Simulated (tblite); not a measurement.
Give a GFN2-xTB geometry of `C#Cc1ccc(/N=N/c2ccccc2)cc1`.

```xyz
26
C14H10N2 angstrom
C      6.4632   -0.5996   -0.5605
C      5.2802   -0.4109   -0.4706
C      3.8891   -0.1853   -0.3695
C      3.3709    1.0987   -0.5703
C      2.0155    1.3163   -0.4973
C      1.1455    0.2604   -0.1916
N     -0.1993    0.5334   -0.2232
N     -0.9784   -0.2118    0.4410
C     -2.3315   -0.0174    0.2586
C     -3.1848   -0.4509    1.2787
C     -4.5511   -0.3305    1.1314
C     -5.0844    0.1957   -0.0366
C     -4.2446    0.6078   -1.0613
C     -2.8770    0.5079   -0.9198
C      1.6691   -1.0248    0.0163
C      3.0230   -1.2445   -0.0797
H      7.4964   -0.7637   -0.6397
H      4.0466    1.9117   -0.7926
H      1.6000    2.3004   -0.6526
H     -2.7528   -0.8532    2.1822
H     -5.2088   -0.6539    1.9250
H     -6.1551    0.2796   -0.1503
H     -4.6623    1.0102   -1.9728
H     -2.2043    0.8129   -1.7079
H      0.9836   -1.8316    0.2303
H      3.4305   -2.2340    0.0703
```

Orientation and origin are arbitrary. Atoms count from 1 in this order. Of the pairs four or more bonds apart, N7···H24 is among the closest relative to their van der Waals radii: 2.51 Å, 91 % of the sum of Bondi's values. N7 (azo nitrogen) is bent (angle 118.3°). The 6-membered ring C9–C10–C11–C12–C13–C14 has internal angles of 119.5° to 120.2° (sum 720°, against 720° for a flat polygon); it is planar, 0.00 Å rms from its mean plane, widest ring torsion 1°. The 14 C–C bonds span 1.201 Å (C1≡C2, drawn triple) to 1.413 Å (C2–C3, drawn single), a spread of 0.212 Å.

Bonds between heavy atoms (Å): C1≡C2 1.201, C2–C3 1.413, C3–C4 1.399, C4–C5 1.375, C5–C6 1.402, C6–N7 1.373, N7=N8 1.266, N8–C9 1.379, C9–C10 1.399, C10–C11 1.379, C11–C12 1.388, C12–C13 1.388, C13–C14 1.379, C6–C15 1.403, C15–C16 1.375, C3–C16 1.399, C9–C14 1.401.

Structure optimised with GFN2-xTB, isolated species.

Point group: C1 (no symmetry element, even within 0.4 Å). Its GFN2-xTB frequencies are all real (lowest 25 cm⁻¹). The numbers are those of one conformer (C5–C6–N7–N8 -157°, N7–N8–C9–C10 -158°). 2 starts were optimised and ended at 0.00 and 0.12 kcal/mol (GFN2-xTB); the lowest of these is shown.

Time: 1.5 s wall, 2.2 s CPU. Hardware: an Arm Neoverse V2 with 2 threads (shared host). This is the geometry optimisation.

These are computed values.
